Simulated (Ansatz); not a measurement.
Conformers of C3H4F4O (`FCC(F)OC(F)F`), each relaxed with PBE0-D4/def2-TZVP in Ansatz. CBS adds the triple-zeta coupled-cluster correction to the MP2 limit.

Not all of them had a frequency check.

Conformer A:

Cartesian coordinates in Å:
```
F -1.831 1.530 0.184
C -1.564 0.334 0.802
C -0.475 -0.384 0.042
F -0.388 -1.658 0.538
O 0.717 0.288 0.236
C 1.702 0.067 -0.686
F 2.501 1.135 -0.676
F 2.445 -1.001 -0.344
H -2.467 -0.280 0.802
H -1.234 0.522 1.826
H -0.711 -0.459 -1.027
H 1.305 -0.094 -1.696
```

Conformer B:

Z-matrix (Å, degrees):
```
C
C 1 1.507
F 1 1.371 2 109.2
H 1 1.093 2 109.5 3 119.7
H 1 1.093 2 109.4 3 -119.6
O 2 1.388 1 106.6 3 176.1
F 2 1.372 1 109.9 3 -65.2
H 2 1.095 1 111.9 3 53.4
C 6 1.370 2 115.4 1 -168.7
F 9 1.331 6 106.7 2 -172.0
F 9 1.353 6 110.2 2 71.0
H 9 1.094 6 113.3 2 -50.6
```

(1) Which is lowest in electronic energy at CCSD(T)/CBS (frozen core, def2 sets), and by how much? (An estimate is asked.)

(2) Give the energies relative to B (kJ/mol) with r2SCAN-D4/def2-TZVPP, B2PLYP/def2-TZVPP, PBE0/def2-TZVPP, CCSD/def2-TZVPP, CCSD(T)/def2-TZVPP, MP2/def2-QZVPP, HF/CBS(def2). (An estimate is asked.)

Results:

(1) Computed: B; A lies 5.3 kJ/mol higher.

(2) Computed: 
| level | A |
| --- | --- |
| r2SCAN-D4/def2-TZVPP | 4.6 |
| B2PLYP/def2-TZVPP | 4.7 |
| PBE0/def2-TZVPP | 4.0 |
| CCSD/def2-TZVPP | 5.4 |
| CCSD(T)/def2-TZVPP | 5.0 |
| MP2/def2-QZVPP | 5.1 |
| HF/CBS(def2) | 6.5 |
